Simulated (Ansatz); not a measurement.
A nudged elastic band was laid between two geometries of BClFH$_{3}$O (7 atoms, charge 0, multiplicity 1).

All numbers below come from RKS PBE-D4/def2-SVP in Ansatz 0.2.0.

```json
{
  "movable images": "7",
  "climbing image": "yes",
  "spring": "5.0 eV/Å²",
  "optimiser": "quadratic models (default)",
  "start path": "through a guess of the saddle point",
  "force threshold": "0.03 eV/Å",
  "iteration limit": "60",
  "end points": "relaxed"
}
```

Initial state:

```xyz
7
Properties=species:S:1:pos:R:3
B 0.036 -0.009 0.099
H -0.016 0.574 1.172
F 1.168 0.094 -0.631
Cl -1.528 0.064 -0.904
O -0.006 -1.669 0.565
H -0.770 -1.983 0.024
H -0.309 -1.694 1.497
```

Final state:

```xyz
7
Properties=species:S:1:pos:R:3
B 0.103 -0.480 -0.870
H -0.561 -0.368 2.930
F 1.247 0.042 -1.297
Cl -1.424 0.287 -1.354
O 0.147 -1.579 -0.078
H -0.741 -1.884 0.181
H -0.196 -0.639 2.310
```

(1) Which bonds break or form, and what moves?

(2) Give the energies along the band, and the barrier.

(3) What is the geometry of the highest image?

(4) What are the harmonic wavenumbers there?

The band took 22 iterations and of the order of 4 core-minutes.

Results:

(1) Bonds broken: B1–H2, O5–H7. Bonds formed: H2–H7. BClFH3O becomes BClFHO + H2.

(2) The forces met the threshold. The highest image is number 2 of 0 to 8, 85.6 kJ/mol above the first end and 159.9 kJ/mol above the last; the last end lies 74.3 kJ/mol below the first. A vibrational analysis at the climbing image gives one clearly imaginary mode, 1226i cm⁻¹: a first-order saddle point. The orbitals stay closed-shell, which can raise the energy where a bond breaks towards radicals; this wasn't checked here.

| image | path coordinate (Å) | energy (kJ/mol) | B1–H2 (Å) | O5–H7 (Å) | H2–H7 (Å) |
| --- | --- | --- | --- | --- | --- |
| 0 | 0.00 | 0.0 | 1.22 | 0.98 | 2.31 |
| 1 | 0.55 | 21.0 | 1.24 | 0.99 | 1.68 |
| 2 | 1.09 | 85.6 | 1.39 | 1.27 | 1.06 |
| 3 | 1.63 | -6.1 | 1.82 | 1.79 | 0.80 |
| 4 | 2.16 | -60.3 | 2.33 | 2.27 | 0.77 |
| 5 | 2.70 | -71.8 | 2.80 | 2.66 | 0.77 |
| 6 | 3.23 | -73.5 | 3.21 | 2.79 | 0.77 |
| 7 | 3.76 | -74.1 | 3.55 | 2.63 | 0.77 |
| 8 | 4.30 | -74.3 | 3.86 | 2.59 | 0.77 |

(3) 
```xyz
7
Properties=species:S:1:pos:R:3:forces:R:3
B -0.011 -0.269 0.006 0.00 0.00 0.00
H -0.132 0.148 1.324 0.00 0.00 0.00
F 1.162 0.172 -0.482 0.00 0.00 0.00
Cl -1.530 0.188 -0.866 0.00 0.00 0.00
O 0.037 -1.773 0.389 0.00 0.00 0.00
H -0.822 -2.175 0.144 0.00 0.00 0.00
H -0.129 -0.913 1.308 0.00 0.00 0.00
```

(4) 1226i, 279, 339, 417, 487, 689, 820, 938, 955, 1177, 1253, 1319, 1954, 2055, 3668 cm⁻¹.

The run took 3.9 min on 1 thread of Arm Neoverse V2 (shared host), peak memory 0.15 GiB.
